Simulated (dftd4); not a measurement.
CH₂NS (SMILES N[C]=S), doublet, at a GFN2-xTB geometry; D4 for bp86 run with dftd4.

The dftd4 input:
```
$ dftd4 mol.xyz --func bp86 --charge 0 --json dftd4.json --noedisp --grad

# file mol.xyz
5

N     -1.58263000    -0.00053854     0.04940306
C     -0.36981097    -0.48496081     0.00133664
S      1.09135866     0.15905915    -0.03072676
H     -1.79109446     0.99541301     0.07687985
H     -2.37336827    -0.62682478     0.06090696
```

Output, abridged:

```
                    ____  _____ _____     ____  _  _
      -------------|  _ \|  ___|_   _|---|  _ \| || |------------
     |             | | | | |_    | | ___ | | | | || |_           |
     |             | |_| |  _|   | ||___|| |_| |__   _|          |
     |             |____/|_|     |_|     |____/   |_|            |
     |             ===================================           |
     |            E. Caldeweyher, S. Ehlert & S. Grimme          |
     |          Mulliken Center for Theoretical Chemistry        |
     |                    University of Bonn                     |
      -----------------------------------------------------------

Rational (Becke-Johnson) damping: bp86-D4-ATM
---------------------
  s6         1.0000
  s8         3.3550
  s9         1.0000
  a1         0.4365
  a2         4.9241
 alp        16.0000
--------------------

Dispersion energy:      -3.6580110745096E-03 Eh

Gradient norm:           2.3403252944766E-04 Eh/a0
--------------------------------------------------
     #    Z           dE/dx      dE/dy      dE/dz
--------------------------------------------------
     1    7 N    -7.399E-05 -3.938E-06  2.227E-06
     2    6 C     1.143E-05 -2.420E-06 -4.078E-07
     3   16 S     1.917E-04  8.454E-06 -5.809E-06
     4    1 H    -3.948E-05  3.536E-05  1.977E-06
     5    1 H    -8.970E-05 -3.746E-05  2.012E-06
--------------------------------------------------

Virial:
--------------------------------------------------
      component           x          y          z
--------------------------------------------------
          x       1.145E-03  7.922E-05 -3.407E-05
          y       7.922E-05  1.157E-04 -3.853E-08
          z      -3.407E-05 -3.853E-08  1.063E-06
--------------------------------------------------

[Info] Dispersion results written to 'dftd4.txt'
[Info] JSON dump of results written to 'dftd4.json'
```
